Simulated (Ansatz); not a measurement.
One geometry of B2P2H8⁺, that is (H2B-mu-PH2)2 with one electron fewer, several levels of theory.

```yaml
crystal:
  periodic: [false, false, false]
  atoms:
    - {symbol: B, position_ang: [-1.430886, 0.083074, -0.165194]}
    - {symbol: H, position_ang: [-1.947629, 0.783272, -1.022641]}
    - {symbol: H, position_ang: [-2.214900, -0.537185, 0.536806]}
    - {symbol: P, position_ang: [-0.041104, 1.043485, 0.880821]}
    - {symbol: B, position_ang: [1.431698, -0.078804, 0.160170]}
    - {symbol: H, position_ang: [1.965285, -0.773355, 1.011671]}
    - {symbol: H, position_ang: [2.201360, 0.548855, -0.551318]}
    - {symbol: P, position_ang: [0.040381, -1.047297, -0.876326]}
    - {symbol: H, position_ang: [-0.202952, 1.035454, 2.299840]}
    - {symbol: H, position_ang: [0.064474, 2.449412, 0.652418]}
    - {symbol: H, position_ang: [-0.066977, -2.450172, -0.630769]}
    - {symbol: H, position_ang: [0.201260, -1.056748, -2.295467]}
basis:
  gaussian: {orbitals: def2-TZVP, initial_orbitals: start.molden}
total_charge: 1
magnetization: {spin_polarized: true, initial_magnetization: 1}
hamiltonian: {xc: pbe, dispersion: d4}
scf: {omitted_lower_state_checks: [starts]}
output: {orbitals: {seedname: orbitals}}
```

The file start.molden holds the orbitals of an earlier run on this structure, at another level or in another basis.

```sh
$ ansatz run in.yaml --threads 4 --pin off --events-out ev --progress --plain --max-ram 3916MiB
```

It prints (some lines left out):

```
Functional definition: PBE
1230 factors; their error is unknown
mean field evaluation 1: about -20040.9705 eV, gradient 7.5e0 eV
mean field evaluation 2: about -20041.0711 eV, gradient 1.3e-1 eV
mean field evaluation 4: about -20041.0553 eV, gradient 4.5e-4 eV
mean field -20041.05527384 eV, -736.4951969984 hartree, gradient 2.2e-5 eV, S^2 0.752198; 0 other end points of the search recorded, 0 dependent functions left out
reference -20041.05532498 eV, -736.4951988779 hartree; 24, 23 occupied and 160, 161 virtual orbitals, 1230 factors
Total energy: -20041.32771330 eV, -736.5052089640 hartree
Checks for a lower state left out: starts
```

Hardware: 4 threads of Intel Xeon on a shared host. Wall time 3.1 s.

As the first input, with `hamiltonian: {xc: pbe0, dispersion: d4}` (abridged; 4 s):

```
Functional definition: PBE0
mean field -20043.04973531 eV, -736.5684921056 hartree, gradient 1.8e-5 eV, S^2 0.755260
Total energy: -20043.27934996 eV, -736.5769302882 hartree
Checks for a lower state left out: starts
```

First input, but with `hamiltonian: {xc: r2scan, dispersion: d4}` (abridged; 5.5 s):

```
Functional definition: r2SCAN
mean field -20049.82679892 eV, -736.8175445996 hartree, gradient 2.3e-5 eV, S^2 0.756471
Total energy: -20049.89021214 eV, -736.8198749924 hartree
Checks for a lower state left out: starts
```

Geometry: PBE-D4/def2-SVP, that of the neutral singlet.
